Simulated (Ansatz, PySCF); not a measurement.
C2H9FOSi2, SMILES OC[Si@H](F)C[SiH3]. Atoms are numbered in the order given.

```xyz
15

O     -2.6697    -0.5562    -0.9779
C     -1.4819     0.2148    -0.8354
Si    -0.2564    -0.6725     0.2918
F     -1.1801    -1.0983     1.5851
C      1.1496     0.4157     0.8608
Si     2.2118     1.1564    -0.5174
H     -2.9924    -0.7598    -0.0888
H     -1.0549     0.3502    -1.8439
H     -1.6851     1.2400    -0.4564
H      0.2369    -1.9394    -0.3090
H      0.7308     1.2462     1.4566
H      1.8056    -0.1638     1.5339
H      2.7806     0.0720    -1.3699
H      1.3759     2.0418    -1.3805
H      3.3314     1.9592     0.0526
```
Charge 0, spin multiplicity 1.

The structure is a stationary point at B3LYP-D3(BJ)/def2-SVP. The structure was generated by enumeration; whether it is a known compound was not checked. One conformer was computed; it need not be the lowest.

Two levels are set side by side: PBE-D3(BJ)/def2-SVP (Ansatz, a quantum-chemistry and plane-wave program) and B3LYP-D3(BJ)/def2-SVP (Ansatz). Each level has its own optimised geometry; the coordinates shown are those of the second. Frequencies come from the Hessian of PySCF at each geometry. Differences are taken from unrounded values.

```json
[
 {"quantity": "mean bond length (Å)", "B3LYP-D3(BJ)": "1.433"},
 {"quantity": "bond O1–C2 (Å)", "B3LYP-D3(BJ)": "1.423"},
 {"quantity": "bond C2–Si3 (Å)", "B3LYP-D3(BJ)": "1.887"},
 {"quantity": "bond Si3–F4 (Å)", "B3LYP-D3(BJ)": "1.645"},
 {"quantity": "bond Si3–C5 (Å)", "B3LYP-D3(BJ)": "1.867"},
 {"quantity": "bond C5–Si6 (Å)", "B3LYP-D3(BJ)": "1.891"},
 {"quantity": "bond O1–H7 (Å)", "B3LYP-D3(BJ)": "0.967"},
 {"quantity": "bond C2–H8 (Å)", "B3LYP-D3(BJ)": "1.104"},
 {"quantity": "bond C2–H9 (Å)", "B3LYP-D3(BJ)": "1.112"},
 {"quantity": "bond Si3–H10 (Å)", "B3LYP-D3(BJ)": "1.486"},
 {"quantity": "bond C5–H11 (Å)", "B3LYP-D3(BJ)": "1.105"},
 {"quantity": "bond C5–H12 (Å)", "B3LYP-D3(BJ)": "1.104"},
 {"quantity": "bond Si6–H13 (Å)", "B3LYP-D3(BJ)": "1.492"},
 {"quantity": "bond Si6–H14 (Å)", "B3LYP-D3(BJ)": "1.493"},
 {"quantity": "bond Si6–H15 (Å)", "B3LYP-D3(BJ)": "1.491"},
 {"quantity": "highest harmonic wavenumber (cm⁻¹)", "B3LYP-D3(BJ)": "3796"},
 {"quantity": "mean harmonic wavenumber (cm⁻¹)", "B3LYP-D3(BJ)": "1193"},
 {"quantity": "zero-point energy (kcal/mol)", "B3LYP-D3(BJ)": "66.51"}
]
```

Task: What does PBE-D3(BJ) give, and how far is it from B3LYP-D3(BJ)? (An estimate is asked for; the answer gives what the named calculation found.)

Result: 
```
quantity                            PBE-D3(BJ)  PBE-D3(BJ) minus B3LYP-D3(BJ)
----------------------------------  ----------  -----------------------------
mean bond length (Å)                     1.443                          0.010
bond O1–C2 (Å)                           1.426                          0.003
bond C2–Si3 (Å)                          1.895                          0.008
bond Si3–F4 (Å)                          1.659                          0.014
bond Si3–C5 (Å)                          1.874                          0.007
bond C5–Si6 (Å)                          1.897                          0.006
bond O1–H7 (Å)                           0.977                          0.009
bond C2–H8 (Å)                           1.112                          0.008
bond C2–H9 (Å)                           1.121                          0.010
bond Si3–H10 (Å)                         1.501                          0.014
bond C5–H11 (Å)                          1.112                          0.007
bond C5–H12 (Å)                          1.111                          0.007
bond Si6–H13 (Å)                         1.505                          0.013
bond Si6–H14 (Å)                         1.506                          0.013
bond Si6–H15 (Å)                         1.504                          0.013
highest harmonic wavenumber (cm⁻¹)        3673                           -123
mean harmonic wavenumber (cm⁻¹)           1158                            -34
zero-point energy (kcal/mol)             64.59                          -1.92
```

GGA bonds tend to be longer and softer than those of functionals with exact exchange. Differences between two approximate levels are no errors against the true value.
